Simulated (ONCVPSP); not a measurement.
## Reading a pseudo-wave (strontium)

Columns: radius, all-electron u(r) and pseudo u(r) of the 4s shell (level -40.90 eV) of strontium in the configuration [Ar] 3d10 4s2 4p6 5s2; PBE, scalar-relativistic, ONCV scheme, ONCVPSP 4.0.1.

| r (bohr) | all-electron | pseudo |
| --- | --- | --- |
| 0.115 | 0.3217 | 0.1086 |
| 0.230 | -0.1444 | 0.2186 |
| 0.345 | -0.5002 | 0.3304 |
| 0.460 | -0.3954 | 0.4430 |
| 0.575 | -0.0600 | 0.5533 |
| 0.690 | 0.3057 | 0.6568 |
| 0.805 | 0.6063 | 0.7478 |
| 0.920 | 0.8147 | 0.8209 |
| 1.035 | 0.9351 | 0.8713 |
| 1.150 | 0.9834 | 0.8963 |
| 1.265 | 0.9776 | 0.8953 |
| 1.380 | 0.9346 | 0.8702 |
| 1.495 | 0.8686 | 0.8247 |
| 1.610 | 0.7901 | 0.7639 |
| 1.725 | 0.7070 | 0.6934 |
| 1.840 | 0.6244 | 0.6185 |
| 1.955 | 0.5457 | 0.5438 |
| 2.070 | 0.4730 | 0.4725 |
| 2.185 | 0.4071 | 0.4071 |
| 2.300 | 0.3485 | 0.3484 |
| 2.415 | 0.2968 | 0.2968 |
| 2.530 | 0.2519 | 0.2518 |
| 2.645 | 0.2130 | 0.2130 |
| 2.760 | 0.1796 | 0.1796 |
| 2.875 | 0.1511 | 0.1511 |
| 2.990 | 0.1269 | 0.1268 |

Problem. How many radial nodes do the two functions have?

Solution. The all-electron 4s function has n − l − 1 = 3 (the table is too coarse to show those close to the nucleus); the pseudo-wave has 0, since the states of the same l below it are removed with the core.

Problem. At about which radius was the pseudo-wave matched?

Solution. 2.30 bohr, where the columns begin to agree (steps of 0.12 bohr).

Problem. Is the pseudo-wave norm-conserving?

Solution. Yes: the ONCV scheme keeps the norm inside the radius equal to the all-electron one, which fixes the energy derivative of the logarithmic derivative at the level.
